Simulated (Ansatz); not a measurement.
Ga₇Sb₇, relaxed as a singlet with RKS PBE-D4/def2-SVP in Ansatz, starting from a model built from a lattice or polyhedron. Force threshold 0.03 eV/Å.

In the def2 sets Sb takes a core potential; there is no spin–orbit coupling. Single mean-field runs in def2-SVP are fitted with def2-universal-jkfit.

Start:

Cartesian coordinates in Å:
```
Ga -1.711 -2.888 -3.651
Ga 4.382 1.507 0.552
Ga 1.340 -0.690 -1.551
Ga 1.937 -1.323 2.685
Ga -1.607 0.701 1.260
Ga -4.656 -1.496 -0.833
Ga 1.443 2.900 3.375
Sb -0.464 -0.584 -3.476
Sb -2.879 -3.429 -1.407
Sb 2.597 1.632 -1.375
Sb 3.204 1.025 2.873
Sb -3.410 0.823 -0.630
Sb -0.331 3.017 1.442
Sb 0.157 -1.194 0.735
```

| step | energy (eV) | largest force component (eV/Å) | SCF passes |
| --- | --- | --- | --- |
| 1 | -412314.7773 | 0.927 | 91 |
| 2 | -412315.5029 | 0.748 | 55 |
| 3 | -412316.1746 | 0.808 | 51 |
| 4 | -412316.9733 | 0.921 | 45 |
| 5 | -412318.1195 | 1.096 | 44 |
| 6 | -412319.0497 | 1.135 | 41 |
| 7 | -412319.9603 | 0.960 | 43 |
| 8 | -412320.5706 | 0.815 | 29 |
| 9 | -412321.0768 | 0.407 | 25 |
| 10 | -412321.2816 | 0.291 | 25 |
| 11 | -412321.3815 | 0.193 | 29 |
| 12 | -412321.4805 | 0.206 | 25 |
| 13 | -412321.5531 | 0.137 | 25 |
| 14 | -412321.5960 | 0.138 | 29 |
| 15 | -412321.6037 | 0.219 | 25 |
| 16 | -412321.6240 | 0.080 | 24 |
| 17 | -412321.6355 | 0.050 | 25 |
| 18 (rejected) | -412321.5945 | 0.283 | 30 |
| 19 | -412321.6410 | 0.039 | 24 |
| 20 | -412321.6417 | 0.020 | 24 |

Force components are those of the run's own axes.

End:

```xyz
14

Ga   -1.285   -2.273   -2.830
Ga    4.181    0.653    0.728
Ga    0.538   -0.420   -1.465
Ga    1.447   -0.039    1.528
Ga   -1.478    0.419    0.948
Ga   -3.357   -1.241   -0.651
Ga    1.613    2.564    2.670
Sb    0.292   -0.723   -4.015
Sb   -2.775   -3.665   -1.279
Sb    1.897    1.831   -0.728
Sb    3.346    0.872    3.457
Sb   -3.850    1.096    0.187
Sb   -0.274    2.884    0.835
Sb   -0.295   -1.958    0.615
```

Bonds formed: Ga4–Sb10, Sb10–Sb13 (atoms count from 1).

No frequencies were taken in this run, so the end may be a saddle point.

It took 98 s on 2 threads of AMD EPYC 7R13 on a shared host and a share (18 GiB) of an NVIDIA H100 80GB HBM3, peak host memory 0.99 GiB.
